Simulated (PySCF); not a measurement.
SeF₃, SMILES F[Se+](F)F, charge +1. Heavy atoms are numbered as in [Se+:1]([F:2])([F:3])[F:4].

Coordinates come from a TPSSh-D3(BJ)/def2-SVP optimisation. The multiplicity is an assumed one; other spin states were not compared. The isomer is the one that the SMILES or the coordinates give; other isomers of the formula were not compared.

All values below come from PBE/pcSseg-2 run with PySCF.

GIAO shieldings, no solvent; atoms alike by connectivity are averaged. δ = σ(ref) − σ: ⁷⁷Se against Me2Se (σ = 1646.5 ppm); ¹⁹F against CFCl3 (σ = 132.0 ppm), references at their B3LYP-D3(BJ)/def2-TZVP geometries, non-relativistic.

Q: Estimate the chemical shifts. (An estimate is asked for; the answer gives what the named calculation found.)

A: 
| nucleus | atoms | count | δ (ppm) |
|---|---|---|---|
| ⁷⁷Se | Se1 | 1 | 1357.7 |
| ¹⁹F | F2 | 3 | 84.2 |
